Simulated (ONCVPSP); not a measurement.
**Pseudopotential generation for Tm (Z = 69): ONCV, PBE, scalar-relativistic.**

```json
{"Element": "thulium", "Generator": "ONCVPSP 4.0.1", "Type": "optimised norm-conserving Vanderbilt (ONCV)", "Functional": "PBE", "Relativity": "scalar-relativistic", "Frozen core": "[Kr] 4d10 4f13", "Valence charge": "10", "Reference configuration": "5s2 5p6 6s2", "Partial waves": "5s+6s: rc 1.80 bohr, ncon 4, nbas 7, qcut 7.5 1/bohr, 2 projectors; 5p: rc 2.20 bohr, ncon 3, nbas 7, qcut 5.6 1/bohr, 3 projectors, debl 0.6 Ha; d scattering state at 0.43 Ha: rc 1.85 bohr, ncon 5, nbas 8, qcut 5 1/bohr, 3 projectors, debl 0.7 Ha", "Local potential": "polynomial inside 1.25 bohr (lpopt 2, dvloc0 6 Ha)", "Core correction": "Teter function, fcfact 3, rcfact 1.65"}
```

In the p channel the program set the typed energies aside and used -0.989, 0.250, 0.850 Ha. In the d channel the program set the typed energies aside and used 0.050, 0.750, 1.450 Ha.

All-electron outer shells of the reference configuration (PBE, scalar-relativistic, ld1.x):

```
shell  level (eV)  outermost node (bohr)  outermost maximum (bohr)
   5p      -26.90                   0.63                      1.26
   6s       -3.87                   1.49                      3.33
   4f       -3.09                      –                      0.50
```

Results:

```json
{
  "Cutoffs needed": "19 Ha and 22 Ha (the cutoffs (Ha) at which the residual kinetic energy of the hardest occupied pseudo-wave falls to 1 and 0.1 mHa per electron)",
  "Ghost test": "ghosts flagged at negative energy: d at -148.9 eV; GHOST(+) flags only above 600 eV; a true bound ghost makes a file unfit for plane-wave use",
  "Configuration tests": "tests left out (the all-electron energies of this program are off by 10 to 40 meV for near-neutral 4f atoms)",
  "rms error of d²Exc/dni dnj": "8.39 mHa without and 0.78 mHa with the model core"
}
```

Generation and tests took about 9.8 s on one core of a shared server CPU.
